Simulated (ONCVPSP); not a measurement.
**u(r) = r·R(r): atom against pseudo-atom (Dy)**

Columns: radius, all-electron u(r) and pseudo u(r) of the 5s shell (level -52.22 eV) of dysprosium in the configuration [Kr] 4d10 4f9 5s2 5p6 5d1.5 6s1.5; LDA (Perdew-Zunger), scalar-relativistic, ONCV scheme, ONCVPSP 4.0.1.

| r (bohr) | all-electron | pseudo |
| --- | --- | --- |
| 0.113 | 0.1017 | 0.1133 |
| 0.225 | 0.2332 | 0.2277 |
| 0.338 | -0.3944 | 0.3463 |
| 0.450 | -0.5464 | 0.4659 |
| 0.563 | -0.2470 | 0.5848 |
| 0.675 | 0.1895 | 0.6953 |
| 0.788 | 0.5784 | 0.7923 |
| 0.900 | 0.8455 | 0.8674 |
| 1.013 | 0.9942 | 0.9164 |
| 1.125 | 1.0451 | 0.9354 |
| 1.238 | 1.0276 | 0.9249 |
| 1.350 | 0.9669 | 0.8878 |
| 1.463 | 0.8812 | 0.8287 |
| 1.575 | 0.7857 | 0.7551 |
| 1.688 | 0.6877 | 0.6725 |
| 1.800 | 0.5948 | 0.5884 |
| 1.913 | 0.5083 | 0.5062 |
| 2.025 | 0.4313 | 0.4308 |
| 2.138 | 0.3629 | 0.3628 |
| 2.250 | 0.3041 | 0.3041 |
| 2.363 | 0.2533 | 0.2532 |
| 2.475 | 0.2104 | 0.2104 |
| 2.588 | 0.1740 | 0.1739 |
| 2.700 | 0.1437 | 0.1436 |
| 2.813 | 0.1181 | 0.1181 |
| 2.925 | 0.0971 | 0.0971 |

(1) How many radial nodes do the two functions have?

(2) At about which radius was the pseudo-wave matched?

(3) Is the pseudo-wave norm-conserving?

Answers

(1) The all-electron 5s function has n − l − 1 = 4 (the table is too coarse to show those close to the nucleus); the pseudo-wave has 0, since the states of the same l below it are removed with the core.

(2) 2.25 bohr, where the columns begin to agree (steps of 0.11 bohr).

(3) Yes: the ONCV scheme keeps the norm inside the radius equal to the all-electron one, which fixes the energy derivative of the logarithmic derivative at the level.
